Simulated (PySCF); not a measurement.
Si(Cl)2(H)(NHMe) (CH5Cl2NSi), SMILES N(C)[SiH](Cl)Cl. Coordinates come from a PBE0-D3(BJ)/def2-SVP optimisation. Other conformers were not sampled.

Computed equilibrium geometry at PBE0-D3(BJ)/def2-SVP (PySCF confirms it by a frequency run) as bond lengths and angles (one conformer of several):
Atoms: Si1 Cl2 Cl3 N4 C5 H6 H7 H8 H9 H10. Bonds (Å): Si1–Cl2 2.057, Si1–Cl3 2.073, Si1–N4 1.703, Si1–H6 1.480, N4–C5 1.446, N4–H7 1.015, C5–H8 1.105, C5–H9 1.102, C5–H10 1.101. Bond angles (°): Cl2–Si1–Cl3 107.4, Cl2–Si1–N4 106.9, Cl2–Si1–H6 111.3, Cl3–Si1–N4 114.1, Cl3–Si1–H6 106.2, N4–Si1–H6 111.0, Si1–N4–C5 124.2, Si1–N4–H7 117.2, C5–N4–H7 115.0, N4–C5–H8 113.5, N4–C5–H9 111.0, N4–C5–H10 109.9, H8–C5–H9 108.1, H8–C5–H10 107.2, H9–C5–H10 106.8.
Charge 0, spin multiplicity 1.
